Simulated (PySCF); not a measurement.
These compounds are isomers of formula C$_{9}$H$_{11}$OP.

A. `CO/C=P\c1ccccc1C`
B. `InChI=1S/C9H11OP/c1-3-11(2,10)9-7-5-4-6-8-9/h3-8H,1H2,2H3/t11-/m0/s1`
C. `O=[P@H]1C[C@@H](c2ccccc2)C1`
D. `OCP1Cc2ccccc2C1`

Spectrum 1. 1H NMR (400 MHz, computed): δ 7.69 (m, 2H), 7.65 (m, 2H), 7.59 (m, 1H), 7.58 (m, 1H), 2.99 (m, 2H), 2.71 (m, 2H), 2.61 (m, 1H). 13C{1H} NMR (computed): δ 153.0 (C), 134.6 (CH), 132.5 (CH), 132.4 (CH), 50.8 (CH2), 29.9 (CH).

Spectrum 2. 1H NMR (400 MHz, computed): δ 7.65 (m, 2H), 7.48 (m, 2H), 3.83 (m, 2H), 3.17 (m, 4H), -0.10 (br s, 1H). 13C{1H} NMR (computed): δ 146.8 (C), 133.1 (CH), 132.1 (CH), 66.8 (CH2), 35.0 (CH2).

Spectrum 3. 1H NMR (400 MHz, computed): δ 8.08 (m, 1H), 7.70 (m, 1H), 7.46 (m, 1H), 7.46 (m, 1H), 7.37 (m, 1H), 3.72 (s, 3H), 2.57 (s, 3H). 13C{1H} NMR (computed): δ 203.1 (CH), 146.1 (C), 143.0 (C), 142.1 (CH), 134.0 (CH), 133.9 (CH), 130.1 (CH), 60.9 (CH3), 25.8 (CH3).

Spectrum 4. 1H NMR (400 MHz, computed): δ 7.99 (m, 2H), 7.75 (m, 1H), 7.75 (m, 2H), 6.91 (m, 1H), 6.58 (m, 1H), 6.51 (m, 1H), 1.56 (m, 3H). 13C{1H} NMR (computed): δ 142.8 (CH), 142.2 (C), 141.1 (CH2), 136.5 (CH), 135.4 (CH), 133.7 (CH), 21.6 (CH3).

PySCF calculation with σ from GIAO-PBE0/pcSseg-1 and GFN2-xTB geometry; fast rotation and ring inversion assumed for equivalent nuclei, one conformer, relativity neglected, gas phase.

Shifts are taken against calculated references (same method and geometry level): 1H, 13C against TMS. Splittings of carbon signals by F and P are missing where no couplings were computed. Where no couplings were computed, multiplicities follow the n + 1 count of equivalent neighbours, and m marks all less simple cases (inequivalent or close neighbours, rings, F or P nearby). Shifts are as computed. Against solution values, carbons near 30 ppm lie about +3 ppm off and those near 130 ppm about +5 ppm. Of 1211 compounds with measured shifts, 218 miss one by over three times the rms of a fit or turn the order of signals round; such compounds aren't used in these exercises. OH and NH positions are gas-phase values without hydrogen bonding to other molecules.

Match each spectrum to its structure.

Answers

1–C, 2–D, 3–A, 4–B.

- Spectrum 1 (C): 6 13C signals; δC 134.6 is an aromatic CH; δC 132.5 is an aromatic CH.
- Spectrum 2 (D): 5 13C signals; δC 133.1 is an aromatic CH; δC 132.1 is an aromatic CH.
- Spectrum 3 (A): 9 13C signals; δC 134.0 is an aromatic CH; δC 133.9 is an aromatic CH.
- Spectrum 4 (B): 7 13C signals; δC 142.8 is an alkene CH; δC 141.1 is a terminal =CH2 carbon.
